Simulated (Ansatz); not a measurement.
Energy needed to pull apart AsH3S (SMILES S[AsH2]), closed shell, into free ground-state atoms, from the structure below (displaced at random from a GFN2-xTB minimum); no zero-point or spin–orbit terms; open-shell atoms are treated unrestricted, in their ground-state multiplicity.

S1  (0.970, -1.057, 0.094)
As2  (-0.604, 0.552, 0.121)
H3  (0.674, -1.402, 1.410)
H4  (-1.246, 0.213, -1.173)
H5  (0.142, 1.631, -0.570)
(Å)

Program: Ansatz 0.2.0. Basis: def2-TZVPP. Cores are frozen in the correlated methods. Filled d shells of the heavier atoms are correlated. The def2 sets are not built for correlating such inner shells, so the correlated values are less sure here. B3LYP uses VWN-RPA correlation.

```csv
method,atomization energy (kcal/mol)
PBE-D4,295.4
r2SCAN-D4,?
PBE0-D4,289.0
B3LYP-D4,?
wB97X-V,297.5
wB97M-V,293.5
HF,186.8
MP2,276.4
CCSD,276.4
CCSD(T),281.7
```

(1) What does r2SCAN-D4 give? (To be estimated.)

(2) What does B3LYP-D4 give? (Judge from chemistry; the value comes from the calculation.)

T1 diagnostic: at most 0.011.

Answers

(1) The calculation gives: 292.7 kcal/mol, which is about 11.0 kcal/mol more than CCSD(T)/def2-TZVPP.

(2) The calculation gives: 294.2 kcal/mol, which is about 12.4 kcal/mol more than CCSD(T)/def2-TZVPP.

In triple zeta the MP2 and coupled-cluster atomization energies are still short of their basis limit by a few kcal/mol a bond, whereas those of the functionals are nearly converged, so these differences are not deviations from converged CCSD(T).

For scale, one of the runs: CCSD(T)/def2-TZVPP forces, 132 basis functions, launched by `ansatz run in.yaml --threads 4 --pin off --events-out ev --progress --plain --max-ram 5222MiB`. Time: 60 s of wall clock on 4 CPU threads of an Arm Neoverse N1; the host was shared. Peak host memory: 1 GiB.
